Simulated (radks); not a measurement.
Question: Kr IV, 33 electrons, occupied as [Ar] 3d10 4s2 4p3 (the NIST ground configuration). Calculated with a radial shooting solver on a logarithmic mesh with Libxc functionals: Dirac Kohn-Sham, BLYP, spin-unpolarised, spherical densities, point nucleus; open shells fill j = l - 1/2 first. Some entries of the table are withheld. Estimate them.

| orbital | occ. | eigenvalue (eV) | <r^2> (bohr^2) |
|---|---|---|---|
| 1s1/2 | 2 | -14197.80 | 0.002318 |
| 2s1/2 | 2 | -1904.473 | 0.03965 |
| 2p1/2 | 2 | -1725.330 | 0.03038 |
| 2p3/2 | 4 | -1671.449 | 0.03181 |
| 3s1/2 | 2 | (1) | 0.3231 |
| 3p1/2 | 2 | -240.4384 | 0.3327 |
| 3p3/2 | 4 | -232.4972 | 0.3457 |
| 3d3/2 | 4 | -122.1446 | 0.3742 |
| 3d5/2 | 6 | -120.8341 | 0.3793 |
| 4s1/2 | 2 | (2) | (3) |
| 4p1/2 | 2 | (4) | (5) |
| 4p3/2 | 1 | (6) | (7) |
| 4d3/2 | 0 | -22.2253 | 6.442 |
| 4d5/2 | 0 | -22.1435 | 6.493 |
| 5s1/2 | 0 | -20.5938 | 12.66 |

Answer: 
(1) 3s1/2 eigenvalue (eV): -303.6974
(2) 4s1/2 eigenvalue (eV): -58.8759
(3) 4s1/2 <r^2> (bohr^2): 2.429
(4) 4p1/2 eigenvalue (eV): -43.7074
(5) 4p1/2 <r^2> (bohr^2): 3.102
(6) 4p3/2 eigenvalue (eV): -42.8091
(7) 4p3/2 <r^2> (bohr^2): 3.205
